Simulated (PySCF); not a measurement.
# Static response to an electric field

Cu(NH3)(OH) (singlet state).
Structure used (PBE0-D3(BJ)/def2-SVP), in Å, numbered top down from 1:
```
atom  x, y, z in Å
Cu1   -0.0253    0.0606   -0.7112
N2    -0.0741    0.0969    1.2238
H3    -0.5099    0.9534    1.5711
H4     0.8585    0.0543    1.6381
H5    -0.6065   -0.6820    1.6154
O6    -0.0460    0.1421   -2.4841
H7     0.4033   -0.6252   -2.8531
```

Level: PBE0/def2-SVPD (PySCF), static field, nuclei fixed, core orbitals frozen in the response. The polarisability tensor in these axes (au):

```
x   38.52  0.12 -0.04
y    0.12 38.39 -0.19
z   -0.04 -0.19 48.85
```

Q: What are the eigenvalues, a third of the trace, and Δα (Δα² = ½Σ(αi − αj)² over the three pairs)?

A: Principal values 38.32, 38.59 and 48.85 au; mean 41.92 au = 6.21 Å³ = 6.91 × 10⁻⁴⁰ C²·m²/J; Δα = 10.40 au (25 % of the mean).

Q: What is the dipole moment, and where does it point?

A: (0.42, -0.92, 7.63) D, 7.69 D in size, pointing from the negative to the positive side. Measured along this direction, the outermost atoms are H7 at the negative end and H4 and H5 at the positive end.

Q: What are the principal values of the traceless quadrupole moment, Θ = ½Σq(3rr − r²1), about the centre of nuclear charge?

A: -4.13, -2.56, 6.70 D·Å. The values depend on the origin, since the dipole doesn't vanish. The electronic extent ⟨r²⟩ about the same centre is 323 bohr², a root-mean-square distance of 1.37 Å for the 48 electrons.

Q: Sum over states: ᾱ = Σ f/ω², ω in Eh. What share falls to these 15 lowest TDDFT singlets (eV, f)? 3.71, 0.0047; 4.12, 0.0209; 4.59, 0.0003; 4.82, 0.0000; 4.83, 0.0000; 5.01, 0.0024; 5.26, 0.1021; 5.39, 0.0342; 5.42, 0.0439; 5.50, 0.1244; 5.74, 0.0014; 5.81, 0.0103; 6.06, 0.0003; 6.22, 0.0008; 6.23, 0.0137.

A: They add up to 9.54 au, 22.8 % of the 41.92 au; the largest single term is 3.04 au, from the state at 5.50 eV. Terms in order: 0.25, 0.91, 0.01, 0.00, 0.00, 0.07, 2.74, 0.87, 1.11, 3.04, 0.03, 0.23, 0.01, 0.02, 0.26 au. Higher excitations give the rest. The strengths listed sum to 0.359.

Q: Find the Langevin capture rate constant for H3O+ (19.018 u) meeting this molecule (96.959 u), k = 2.342 × 10⁻⁹ cm³/s × √(α in Å³ / reduced mass in u).

A: The reduced mass is 15.90 u, so k = 1.46 × 10⁻⁹ cm³/s. The formula leaves out the permanent dipole, which adds to the capture rate.

Isolated species at its PBE0-D3(BJ)/def2-SVP geometry, gas phase.
